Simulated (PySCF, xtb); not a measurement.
CLiN, SMILES [Li][N][C] (connectivity only; charge and spin as stated), neutral, multiplicity 1.

GFN2-xTB in xtb 6.7.1 at its own geometry gives an orbital gap of 3.74 eV and a dipole moment of 7.62 D.

Geometry optimised at PBE-D3(BJ)/def2-TZVPD.

What does HF/def2-TZVPD (PySCF) give? (An estimate is asked for; the answer gives what the named calculation found.)

gap 10.45 eV (levels -10.89 and -0.44 eV), dipole 8.80 D.
